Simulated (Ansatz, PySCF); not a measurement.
Gas-phase reaction (SMILES): [Cl][Ga]([Cl])[Br] + Cl (HCl) → [Cl][Ga]([Cl])[Cl] + Br (HBr); hydrogen chloride cleaves one Ga-Br bond, a model of a ligand-exchange step.

Each molecule is optimised on its own at B3LYP-D3(BJ)/def2-TZVP (Ansatz, a program for electronic structure). Valence correlation only, unless marked. Spin-orbit coupling is left out. Frozen are the shells of the preceding noble gas and the d and f shells that filled before the atom's block. Non-relativistic. Basis-set limits of correlation are two-point, X^-3; Hartree-Fock from the larger set. Thermal terms are rigid-rotor harmonic-oscillator values from B3LYP-D3(BJ) frequencies (Ansatz or PySCF) at 298.15 K and 1 atm. 1 Eh = 627.5095 kcal/mol.

| species | E, CCSD(T)/CBS(def2-TZVPPD,def2-QZVPPD) (Ansatz) (Eh) | E, PBE-D3(BJ)/def2-TZVPD (Ansatz + dftd3) (Eh) | H - E (Eh) |
|---|---|---|---|
| [Cl][Ga]([Cl])[Br] | -5415.77249 | -5418.56108 | 0.01031 |
| Cl (HCl) | -460.37886 | -460.62865 | 0.01000 |
| [Cl][Ga]([Cl])[Cl] | -3302.86455 | -3304.81549 | 0.01048 |
| Br (HBr) | -2573.28305 | -2574.36932 | 0.00927 |

Task: Work out ΔE and ΔH at 298.15 K at the first level, then ΔH at the second.

Result: 
1. ΔE = [(-3302.86455) + (-2573.28305)] - [(-5415.77249) + (-460.37886)] = 0.00375 Eh = 2.4 kcal/mol at CCSD(T)/CBS(def2-TZVPPD,def2-QZVPPD).
2. The terms H - E add up to -0.00056 Eh, so ΔH = (0.00375 + (-0.00056))×627.5095 = 2.0 kcal/mol.
3. At PBE-D3(BJ)/def2-TZVPD the same steps give ΔE = 3.1 and ΔH = 2.7 kcal/mol, a shift of +0.7 from the first level.
4. These values are not checked against measurement here, since the tables used lack a sound gas-phase enthalpy of formation for at least one species.
